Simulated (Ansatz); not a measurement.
Molecule: dibromoborinic acid, sum formula HBOBr2, charge 0, multiplicity 1. SMILES: BrB(Br)O
Coordinates optimised at B3LYP-D3(BJ)/def2-TZVP (Ansatz, a first-principles code):
```xyz
5

O     -1.7869    -0.8715     0.1166
B     -0.5858    -0.2858     0.0382
Br    -0.3974     1.6383     0.1731
Br     0.9616    -1.3908    -0.2122
H     -2.5220    -0.2592     0.2425
```
Charge 0, spin multiplicity 1.

Computed values are from Ansatz. Cores are frozen in the correlated levels unless marked. UHF or UKS for open shells. No spin-orbit coupling. Frozen are the shells of the preceding noble gas and the d and f shells that filled before the atom's block. Non-relativistic. CBS(X,Y): correlation extrapolated as X^-3; Hartree-Fock from the larger set (for Q and 5 zeta extrapolated as (X+1)exp(-9√X)).

- atomisation energy De = 1796.4 kJ/mol at CCSD(T)/CBS(cc-pVQZ,cc-pV5Z)
- total energy = -5246.0594 Eh at CCSD(T)/CBS(cc-pVQZ,cc-pV5Z)
- dipole moment = 1.74 D at CCSD(T)/aug-cc-pVDZ
- T1 diagnostic = 0.012 at CCSD/cc-pV5Z
